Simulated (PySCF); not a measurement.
Species: C₈H₉B.
SMILES with atom numbers: `[CH:1]#[C:2]/[CH:3]=[CH:4]/[C:5]#[C:6][B:7]([CH3:8])[CH3:9]` (hydrogens: H10 on C1; H11 on C3; H12 on C4; H13, H14, H15 on C8; H16, H17, H18 on C9)

Cartesian coordinates in Å at the PBE0-D3(BJ)/def2-SVP level; atoms count from 1:
```
atom  x, y, z in Å
C1     5.3680   -0.4834    1.2641
C2     4.2324   -0.3752    0.8455
C3     2.9227   -0.2365    0.3262
C4     1.8085   -0.6706    0.9642
C5     0.5017   -0.4982    0.4583
C6    -0.6449   -0.3594    0.0453
B7    -2.0710   -0.1779   -0.4742
C8    -2.3185   -0.2612   -2.0256
C9    -3.2418    0.0342    0.5510
H10    6.3701   -0.5826    1.6390
H11    2.8209    0.2614   -0.6444
H12    1.9110   -1.1677    1.9357
H13   -1.8953   -1.1919   -2.4402
H14   -3.3749   -0.1834   -2.3198
H15   -1.7584    0.5530   -2.5201
H16   -2.9347    0.4433    1.5237
H17   -3.6494   -0.9780    0.7471
H18   -4.0756    0.6222    0.1378
```

Computed at PBE0/pcSseg-1 (PySCF, non-relativistic), with Q(11B) = 0.04059 b: B7, 11B (I = 3/2): χzz = 5.127 MHz, η = 0.212.

Problem. Where would the pure quadrupole (NQR) lines of 11B at B7 fall for the rigid, isolated species?

Solution. From ν = (|χ|/2)√(1 + η²/3): ν = 2.583 MHz (three-coordinate boron).

In a crystal, neighbours and librations shift these lines. With so small a basis the couplings can be 20 % off.
